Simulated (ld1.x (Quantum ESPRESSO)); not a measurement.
# Sc (Z = 21): one change to a PAW potential, before and after

* Element: scandium
* Generator: ld1.x (Quantum ESPRESSO) 7.5
* Type: PAW
* Functional: revPBE
* Relativity: scalar-relativistic
* Frozen core: [Ne]
* Valence charge: 11
* Reference configuration: 3s2 3p6 3d0 4s0 4p0 (charge +3)
* Partial waves: 3s (bound): rcut 1.55, rcutus 1.90 bohr; 4s (bound, empty): rcut 1.55, rcutus 1.90 bohr; 3p (bound): rcut 1.45, rcutus 1.70 bohr; 4p (bound, empty): rcut 1.45, rcutus 1.70 bohr; 3d (bound, empty): rcut 1.75, rcutus 2.30 bohr; 3d channel at 2.55 Ry: rcut 1.75, rcutus 2.30 bohr
* Local potential: all-electron potential smoothed inside 1.90 bohr (lloc = -1)
* Core correction: a·sin(br)/r model core, default radius (ld1.x builds one for every PAW set, though the input has nlcc=.false.)
* Augmentation charge: BESSEL, radius 1.40 bohr

All-electron outer shells of the reference configuration (revPBE, scalar-relativistic, ld1.x):

```csv
shell,level (eV),outermost node (bohr),outermost maximum (bohr)
2p,-421.32,–,0.23
3s,-86.45,0.42,0.92
3p,-64.58,0.39,0.96
3d,-32.23,–,1.02
4s,-25.02,1.27,2.54
4p,-19.88,1.38,2.84
```

Change: all radii but the core radius scaled by about 0.94 (s 1.78, p 1.60, d 2.16 bohr, rcut 1.46/1.36/1.64); local potential all-electron potential smoothed inside 1.78 bohr (lloc = -1); augmentation BESSEL, radius 1.32 bohr.

Cutoffs: the cutoffs (Ry, on a coarse ladder) from which the occupation-weighted sum of valence levels, in a spherical-Bessel basis at the reference potential, stays within 10 and 1 mRy of its value at 400 Ry; they do not see the model core or the augmentation charge, which bear on the density cutoff. Errors are all-electron minus pseudo energies relative to the spin-unpolarised reference configuration.

**Question.** What does the change do?

**Answer.** The potential gets neither clearly harder nor softer (30 Ry and 50 Ry → 30 Ry and 55 Ry); the p channel sets the loose cutoff, while the largest relative change is in s, which becomes harder; of the 7 tests that both files solve, the error grows in 4 and shrinks in 1 by more than 15 % and 0.3 meV (median size 1.3 → 4.0 meV); neither file shows a bound ghost.

```csv
quantity,base,changed
"cutoff, loose",30 Ry,30 Ry
"cutoff, tight",50 Ry,55 Ry
loose cutoff by channel (10 mRy a level),"s 12 Ry, p 25 Ry","s 15 Ry, p 25 Ry"
bound ghosts,none,none
"error for 3s2 3p6 3d1 4s2 4p0, meV [ΔE -44.27 eV]",-1.3,+4.2
"error for 3s2 3p6 3d1 4s1 4p0, meV [ΔE -37.44 eV]",-0.5,+4.0
"error for 3s2 3p6 3d1 4s0 4p0, meV [ΔE -24.80 eV]",+0.4,+3.0
"error for 3s2 3p6 3d2 4s0 4p0, meV [ΔE -36.79 eV]",-2.9,+16
"error for 3s2 3p6 3d0 4s2 4p0, meV [ΔE -35.94 eV]",+0.8,+0.7
"error for 3s1 3p6 3d1 4s2 4p0, meV [ΔE 17.76 eV]",-11,-9.6
"error for 3s2 3p6 3d0 4s2 4p1, meV [ΔE -40.85 eV]",+1.5,+1.1
lowest overlap eigenvalue by channel,"s 0.04, p 0.21, d 0.80","s 0.05, p 0.27, d 0.79"
```
